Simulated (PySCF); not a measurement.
One of the candidates below gave these computed data.

All candidates are C6H12S.

* 13C NMR: chemical shifts (computed TMS as zero) by class: 40.3 (1 C), 39.8 (1 C), 19.8 (1 C), 13.7 (1 C), 6.4 (2 C) ppm [GIAO PBE0/pcSseg-1]
* Triplet: lowest triplet excitation (Tamm–Dancoff): 4.98 eV [TDA PBE0/def2-SVPD]
* Dipole: 1.79 D [PBE0/def2-SVPD]
* NMR, other nuclei: isotropic shieldings of nuclei other than C and H, by class: 544 (1 S) ppm [GIAO PBE0/pcSseg-1]
* UV, first state: lowest singlet excitation: 5.41 eV (229 nm, f = 0.000) [TDDFT PBE0/def2-SVPD]
* Rotational structure: rotational constants A, B, C: 5.467, 0.891, 0.849 GHz [GFN2-xTB]
* UV, strongest line: among the 6 lowest singlet transitions: S3 at 6.18 eV (200 nm, f = 0.021) [TDDFT PBE0/def2-SVPD]
* 1H NMR: chemical shifts (computed TMS as zero) by class: 2.40 (2 H), 1.98 (3 H), 1.36 (2 H), 0.59 (1 H), 0.46 (2 H), -0.03 (2 H) ppm [GIAO PBE0/pcSseg-1]

Electronic properties: PySCF, gas phase, density fitting. Levels stand in brackets. The structure is a single GFN2-xTB conformer in the gas phase; no vibrational or solvent corrections. NMR values are class means; diastereotopic atoms form classes of their own.

Question: Which candidate is it?
A. `CC(C)[C@H]1CCS1`
B. `C1CCCSCC1`
C. `CSCCC1CC1`
D. `SC1CCCCC1`

Answer: C. It is `CSCCC1CC1`. Numbering: `[CH3:1][S:2][CH2:3][CH2:4][CH:5]1[CH2:6][CH2:7]1`. Its formula, C6H12S, gives 1 degree of unsaturation: 1 ring and 0 π bonds in the structure found. 6 carbons fall into 5 classes; from least to most shielded: chain sp3 carbon bound to sulfur [C3] (40.3 ppm), chain CH2 carbon [C4] (39.8 ppm), S-methyl carbon [C1] (19.8 ppm), three-membered-ring carbon [C5] (13.7 ppm), three-membered-ring carbon [C6/C7] (6.4 ppm, 2 C). Hydrogen classes from least to most shielded: 2 H on an sp3 carbon bound to sulfur, C3 (2.40 ppm), 3 H on an S-methyl carbon, C1 (1.98 ppm, a mean of values up to 0.6 ppm apart in this geometry), 2 H on a chain CH2 carbon, C4 (1.36 ppm, a mean of values up to 1.5 ppm apart in this geometry), 1 H on a three-membered-ring carbon, C5 (0.59 ppm), 2 H on 2 three-membered-ring carbons, C6/C7 (0.46 ppm), 2 H on 2 three-membered-ring carbons, C6/C7 (-0.03 ppm). The other shieldings belong to: 544 ppm, sulfide sulfur [S2]. The optimised geometry has point group C1 and is an asymmetric top.

The others, at the same levels:
- `SC1CCCCC1` fails: it has 4 carbon classes against 5; its computed 13C shifts are 45.5 (1 C), 39.9 (2 C), 30.6 (2 C), 29.2 (1 C) ppm, 1H shifts are 2.82 (1 H), 1.85 (2 H), 1.80 (2 H), 1.76 (1 H), 1.68 (1 H), 1.30 (2 H), 1.23 (2 H), 1.13 (1 H) ppm and rotational constant A is 4.285 GHz (against 5.467 GHz).
- `C1CCCSCC1` fails: it has 3 carbon classes against 5; its computed 13C shifts are 43.4 (2 C), 34.9 (2 C), 29.2 (2 C) ppm, 1H shifts are 2.60 (4 H), 1.74 (4 H), 1.72 (4 H) ppm and rotational constant A is 2.610 GHz (against 5.467 GHz).
- `CC(C)[C@H]1CCS1` fails: it has 6 carbon classes against 5; its computed 13C shifts are 53.9 (1 C), 43.6 (1 C), 32.8 (1 C), 23.5 (1 C), 20.6 (1 C), 19.1 (1 C) ppm, 1H shifts are 3.39 (1 H), 3.39 (1 H), 2.72 (1 H), 2.59 (1 H), 2.57 (1 H), 1.55 (1 H), 0.78 (3 H), 0.77 (3 H) ppm and rotational constant A is 3.704 GHz (against 5.467 GHz).

Each candidate is one conformer, not necessarily the lowest. Dipoles, sizes and rotational constants follow the conformer. The torsions of the flexible species, by atom-mapped SMILES:
- `[CH3:1][S:2][CH2:3][CH2:4][CH:5]1[CH2:6][CH2:7]1`: C1–S2–C3–C4 -72°, S2–C3–C4–C5 -177°, C3–C4–C5–C6 -155°
- `[CH3:1][CH:2]([CH3:3])[C@H:4]1[CH2:5][CH2:6][S:7]1`: C1–C2–C4–C5 -169°

The conformers of `SC1CCCCC1` aren't listed.
